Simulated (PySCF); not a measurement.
A calculated (r2SCAN, PySCF 2.14, cc-pVTZ, no relativity, point nucleus) atom or ion has these occupied shells.

| shell | electrons | orbital energy (eV) | rms radius, mean of both spins (bohr) |
| --- | --- | --- | --- |
| 1s α | 1 | -406.18 | 0.266 |
| 1s β | 1 | -404.66 | 0.266 |
| 2s α | 1 | -34.685 | 1.38 |
| 2s β | 1 | -30.251 | 1.38 |
| 2p α | 2 | -22.803 | 1.39 |

**Question.** Name the element and its charge.

**Answer.** N⁺ (nitrogen, charge +1), in [He] 2s2 2p2, high-spin 3P determinant.
